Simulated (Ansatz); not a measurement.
Relaxation of Cl2GeH4S (8 atoms, charge 0, multiplicity 1), to a largest force component of 0.03 eV/Å in at most 50 steps.

Level of theory: RKS PBE-D4/def2-SVP (Ansatz).

```xyz
8
Properties=species:S:1:pos:R:3
Ge 0.391 0.458 -0.312
Cl -0.110 -0.312 3.004
Cl 1.915 -0.337 -1.663
H -0.693 1.159 -1.170
H -0.111 -0.728 0.515
S 1.333 2.173 0.804
H 2.344 1.411 1.310
H 0.122 0.987 2.764
```

Question: Where does it end, and by what steps?

Answer: It converged. After 16 steps the energy has fallen by 0.220 eV; Cl2 moved furthest, 1.03 Å.

```tsv
step	energy less start (eV)	largest force component (eV/Å)	accepted
0	0.0000	0.794	yes
1	-0.1070	0.865	yes
2	-0.1505	0.218	yes
3	-0.1576	0.368	yes
4	-0.1705	0.145	yes
5	-0.1830	0.106	yes
6	-0.1912	0.148	yes
7	-0.1978	0.164	yes
8	-0.2017	0.282	yes
9	-0.2101	0.159	yes
10	-0.2101	0.336	yes
11	-0.2143	0.123	yes
12	-0.2185	0.069	yes
13	-0.2187	0.063	yes
14	-0.2198	0.049	yes
15	-0.2202	0.038	yes
16	-0.2203	0.024	yes
```

```xyz
8
Properties=species:S:1:pos:R:3
Ge 0.541 0.344 -0.282
Cl -0.917 0.332 3.008
Cl 1.594 0.180 -2.182
H -0.875 0.887 -0.558
H 0.624 -1.033 0.406
S 1.551 1.915 0.992
H 2.598 1.106 1.319
H 0.074 1.082 2.550
```

Whether the end is a true minimum wasn't checked by a vibrational analysis.

Time of the run: 33 s on 2 threads of Arm Neoverse V1 (shared host), peak memory 0.15 GiB.
